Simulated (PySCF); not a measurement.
Al(H)(OMe)(SeH) (CH5AlOSe), SMILES C[O][AlH][SeH]. Atoms are numbered in the order given.

```xyz
9

Al     0.0222    -0.8033     0.8788
H      0.0558    -1.1499     2.4109
O      0.0052    -2.0608    -0.2539
C     -0.0240    -2.2062    -1.6440
H     -0.0480    -1.2335    -2.1723
H      0.8671    -2.7573    -1.9926
H     -0.9157    -2.7796    -1.9525
Se    -0.0048     1.3582     0.0805
H      0.0187     1.9072     1.4407
```

Coordinates come from a ωB97X-D3(BJ)/def2-SVP optimisation. The structure was generated by enumeration; whether it is a known compound was not checked. Other conformers were not sampled.

These are CAM-B3LYP/def2-TZVP run with PySCF values and carry that method's errors.

Atomic charges (e):

| atom | IAO | Mulliken |
|---|---|---|
| Al1 | 0.89 | 0.43 |
| H2 | -0.20 | -0.09 |
| O3 | -0.67 | -0.35 |
| C4 | -0.17 | -0.18 |
| H5 | 0.11 | 0.10 |
| H6 | 0.14 | 0.12 |
| H7 | 0.14 | 0.12 |
| Se8 | -0.31 | -0.28 |
| H9 | 0.07 | 0.12 |
